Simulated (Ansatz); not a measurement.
`[F][Hf]([Cl])([Cl])[Cl]` + `C[O][Mo]([OH])([F])([F])([F])[Cl]` → hafnium tetrachloride + `C[O][Mo]([OH])([F])([F])([F])[F]`  (redistribution)

Calculated with Ansatz (gas phase, PBE0-D4/def2-TZVP geometries, no zero-point term in ΔE). CCSD(T)/CBS is the MP2 limit (def2-TZVPP, def2-QZVPP) plus CCSD(T) − MP2 in def2-TZVPP, frozen cores. Functionals use def2-TZVPP. Elements past krypton have def2 core potentials. For Hf, Mo outer-core shells are correlated without core-valence functions, which leaves a few kJ/mol of doubt a bond. Each species was taken in one conformer, which may not be the lowest.

| level | ΔE (kcal/mol) |
| --- | --- |
| PBE-D4 | 1.5 |
| ωB97X-V | -0.7 |
| CCSD(T)/def2-TZVPP | 0.8 |
| SCS-MP2/def2-QZVPP | 2.6 |

**Question.** What does CCSD(T)/CBS give? (Best estimate.)

**Answer.** Ansatz gave: +1.5 kcal/mol. The listed levels differ from it by 0.0, -2.2, -0.7, 1.1 kcal/mol.

Largest T1 diagnostic among the species: 0.025, so the coupled-cluster value is less sure than usual.

From BLYP to BHLYP (50 % exact exchange), in def2-TZVPP and without D4, ΔE moves by −2.1 kcal/mol. In def2-TZVPP, CCSD(T) changes the Hartree–Fock value by +4.7 kcal/mol (the triples alone add +1.3 kcal/mol) and MP2 by +7.1 kcal/mol. Leaving LDA and LC-ωPBE aside and taking each functional with its dispersion term where it has one, the values, not all of them listed here, spread over 3.2 kcal/mol, from BHLYP-D4 to revPBE-D4.
